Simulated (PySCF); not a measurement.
PySCF input for Ga(F)(NH2)2 (FGaH₄N₂), SMILES [NH2][Ga]([NH2])[F], PBE/pcSseg-1. Geometry: PBE0-D3(BJ)/def2-SVP. The structure was generated by enumeration; whether it is a known compound was not checked. Other conformers were not sampled.

```python
import numpy as np
from pyscf import gto, scf, dft
from pyscf.prop.nmr import rks as nmr

mol = gto.M(
    atom='''
    Ga    0.00000000   -0.00000000   -0.01341773
    F     0.00000001    0.00000000    1.74390625
    N    -1.62053642   -0.04967042   -0.80078429
    H    -1.76156627    0.17048878   -1.77809731
    H    -2.45933862    0.10698885   -0.25601599
    N     1.62053641    0.04967042   -0.80078430
    H     1.76156626   -0.17048878   -1.77809732
    H     2.45933862   -0.10698885   -0.25601600
    ''',
    basis='pcSseg-1',
    charge=0,
    spin=0,
    max_memory=1600,
    verbose=3,
)
mf = dft.RKS(mol, xc='pbe')
mf.grids.level = 3
mf.conv_tol = 1e-10
mf.max_cycle = 100
mf.kernel()
n = nmr.NMR(mf)
n.verbose = 2
n.max_cycle_cphf = 60
sigma = n.kernel()
print('atom   isotropic/ppm   span/ppm')
for i, s in enumerate(sigma):
    w = np.linalg.eigvalsh((s + s.T) / 2)
    print(f'{mol.atom_symbol(i):2s}{i + 1:3d} {w.mean():14.3f} {w[2] - w[0]:11.3f}')
```

It prints:

```
converged SCF energy = -2135.96680220161
atom   isotropic/ppm   span/ppm
Ga  1       1342.316     492.065
F   2        351.397     145.009
N   3        249.685      57.453
H   4         30.659      19.442
H   5         30.535      19.862
N   6        249.685      57.453
H   7         30.659      19.442
H   8         30.535      19.862
```

Self-consistency was reached.
